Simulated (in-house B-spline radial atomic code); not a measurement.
Sb⁶⁺: [Kr] 4d9

All numbers are computed (Dirac-Kohn-Sham PW91, spherical fractional occupations; Fermi nucleus of rms radius 4.6802 fm) with an all-electron radial atomic-structure program (B-spline basis), not measured.

Z_r = [3n² - l(l+1)]/(2<r>); Z_e = n√(-2ε); the last column is Slater's effective charge. Values are occupation-weighted means over j. An effective charge above Z reflects the relativistic contraction of the inner shells.

```tsv
shell	electrons	ε (eV)	<r> (bohr)	Z_r	Z_e	Slater
1s	2	-30369	0.02842	52.78	47.24	50.70
2s	2	-4689.4	0.1222	49.10	37.13	46.85
2p	6	-4225	0.1069	46.78	35.24	46.85
3s	2	-984.5	0.3302	40.89	25.52	39.75
3p	6	-832.25	0.3282	38.08	23.46	39.75
3d	10	-596.75	0.3053	34.40	19.87	29.85
4s	2	-227.6	0.7845	30.59	16.36	23.25
4p	6	-180.34	0.84	27.38	14.56	23.25
4d	9	-110.21	0.9749	21.54	11.38	12.20
```

The least bound orbital is 4d5/2 at -109.7 eV, and it is also the most diffuse (<r> = 0.979 bohr).

Spin-orbit splittings of the orbital energies (j = l + 1/2 above j = l - 1/2 when positive): 2p 251.9 eV, 3p 46.52 eV, 3d 9.673 eV, 4p 8.841 eV, 4d 1.37 eV.

For the 1s electron the small component carries 3.52 % of the norm, the zero-frequency Breit interaction raises the level by 72.23 eV, self-energy by 41.09 eV, and vacuum polarisation lowers it by 5.495 eV.

The density falls to 0.001 bohr⁻³ at 2.494 bohr; Σ<r²> = 18.378 bohr² gives, by the non-relativistic formula and without the paramagnetism of open shells, a Langevin diamagnetic susceptibility of -14.56×10⁻⁶ cm³/mol.
